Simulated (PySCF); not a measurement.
**Correlation energy of Au⁺ (gold, charge +1)**

[Xe] 4f14 5d9 6s1, high-spin 3D determinant (an excited configuration). Computed with PySCF 2.14 in x2c-TZVPPall with one added diffuse shell each of s, p, d, f type (12s8p8d4f1g, 113 functions), with the spin-free X2C one-electron Hamiltonian (Gaussian nucleus). Frozen: [Xe] 4f14; 10 electrons correlated.

MP2 pair energies summed by pair of shells (mhartree):

```json
{"pair": "5d-5d", "energy": "-243.29", "share (%)": "83.4"}
{"pair": "5d-6s", "energy": "-48.32", "share (%)": "16.6"}
```

Total MP2 correlation energy: -291.61 mhartree.

Same-spin part -104.09 and opposite-spin part -187.53 mhartree; SCS-MP2 scales them by 1/3 and 6/5 to -259.73 mhartree.
